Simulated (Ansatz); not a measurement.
Cl₃Y, SMILES [Cl][Y-]([Cl])[Cl] (connectivity only; charge and spin as stated), charge -1, multiplicity 2.

The structure is a stationary point at B3LYP-D3(BJ)/def2-SVPD. The multiplicity is an assumed one; other spin states were not compared. The def2 effective core potentials stand for the cores of Y; spin–orbit coupling is left out.

Two levels are set side by side: PBE/def2-SVPD (Ansatz, a first-principles code) and PBE0/def2-SVPD (Ansatz). Energy differences of separate SCF runs at the same geometry; the states with an electron removed or added have multiplicity 1. Differences are taken from unrounded values.

```
quantity                         PBE0   PBE  PBE minus PBE0
-------------------------------  ----  ----  --------------
vertical ionisation energy (eV)  1.84  1.81           -0.03
```

Here PBE gives about what the other level gives.
